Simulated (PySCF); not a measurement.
octafluoropropane (C3F8), SMILES FC(F)(F)C(F)(F)C(F)(F)F.

Geometry: PBE-D3(BJ)/def2-SVP.

These are TDA-PBE/def2-SVPD run with PySCF 2.14.0 values and carry that method's errors.

Vertical excitations. Gas-phase values at a fixed geometry. State labels are in the subgroup C2.

### Question
Estimate the UV-visible absorptions. (Estimate from the structure and the level; the computed values follow.)

### Answer

| state | symmetry | energy (eV) | λ (nm) | f | main pairs |
|---|---|---|---|---|---|
| S1 | A | 8.87 | 140 | 0.000 | HOMO→LUMO 98 % |
| S2 | B | 8.92 | 139 | 0.031 | HOMO→LUMO+1 93 % |
| S3 | B | 9.45 | 131 | 0.000 | HOMO→LUMO+2 95 % |
| S4 | B | 9.95 | 125 | 0.007 | HOMO−1→LUMO 98 % |
| S5 | A | 10.00 | 124 | 0.000 | HOMO−1→LUMO+1 98 % |
| S6 | A | 10.06 | 123 | 0.005 | HOMO−2→LUMO 87 % |
| T1 | A | 8.35 | 148 | 0 | HOMO→LUMO 100 % |
| T2 | B | 8.37 | 148 | 0 | HOMO→LUMO+1 99 % |
Triplets are in the Tamm–Dancoff approximation.
